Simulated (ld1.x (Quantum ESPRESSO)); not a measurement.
Which change was made? (Ge, ultrasoft)

- Element: Ge (Z = 32)
- Generator: ld1.x (Quantum ESPRESSO) 7.5
- Type: ultrasoft
- Functional: LDA (PZ)
- Relativity: scalar-relativistic
- Frozen core: [Ar]
- Valence charge: 14
- Reference configuration: 3d10 4s2 4p0 (charge +2)
- Partial waves: 4s (bound): rcut 1.60, rcutus 1.70 bohr; 4s channel at -1.2 Ry: rcut 1.60, rcutus 1.70 bohr; 4p (bound, empty): rcut 2.20, rcutus 2.40 bohr; 4p channel at 1.95 Ry: rcut 2.20, rcutus 2.40 bohr; 3d (bound): rcut 0.95, rcutus 1.25 bohr; 3d channel at -0.55 Ry: rcut 0.95, rcutus 1.25 bohr
- Local potential: all-electron potential smoothed inside 2.25 bohr (lloc = -2)
- Core correction: Bessel-smoothed model core inside 0.90 bohr
- Augmentation charge: PSQ, radius 0.70 bohr

Cutoffs, loose and tight: the cutoffs (Ry, on a coarse ladder) from which the occupation-weighted sum of valence levels, in a spherical-Bessel basis at the reference potential, stays within 10 and 1 mRy of its value at 400 Ry. They do not see the model core or the augmentation charge, which bear on the density cutoff. Test errors are all-electron minus pseudo excitation energies from the reference, over the configurations 3d10 4s2 4p2; 3d10 4s2 4p1; 3d10 4s1 4p0; 3d9 4s2 4p2; 3d9 4s2 4p3; 3d10 4s1 4p3; 3d10 4s0 4p0 (two spin-polarised tests are not counted in the largest error); variants that change the core or the reference have their own tests. The largest error is taken over the tests solved by every variant that gives reliable tests at all, those not shown here included: 3d10 4s1 4p0; 3d10 4s2 4p1; 3d10 4s2 4p2.

The base gives: outcome: generated; cutoff, loose: 90 Ry; cutoff, tight: 160 Ry; bound ghosts: none; largest test error (meV): -15.

(1) After one change the result is: outcome: generated, overlap not positive; bound ghosts: not determined (overlap not positive); largest test error (meV): test run stopped at test 1 of 9 (negative rho). Which change was it?
A. local potential all-electron potential smoothed inside 0.84 bohr (lloc = -2)
B. all radii but the core radius scaled by about 1.21 (s 2.06, p 2.92, d 1.52 bohr, rcut 1.94/2.68/1.16); local potential all-electron potential smoothed inside 2.74 bohr (lloc = -2); augmentation PSQ, radius 0.86 bohr
C. type TM; waves now 4p (bound): rc 2.40 bohr; 3d (bound): rc 1.25 bohr; 4s (bound): rc 1.70 bohr; local potential the s channel

Results:

(1) B. The others give: local potential all-electron potential smoothed inside 0.84 bohr (lloc = -2) → outcome: generated; cutoff, loose: 80 Ry; cutoff, tight: 140 Ry; bound ghosts: s; largest test error (meV): -12 | type TM; waves now 4p (bound): rc 2.40 bohr; 3d (bound): rc 1.25 bohr; 4s (bound): rc 1.70 bohr; local potential the s channel → outcome: generated; cutoff, loose: 180 Ry; cutoff, tight: over 300 Ry; bound ghosts: none; largest test error (meV): -9.4. A file whose overlap is not positive is unfit for use, and its test errors describe a broken file.
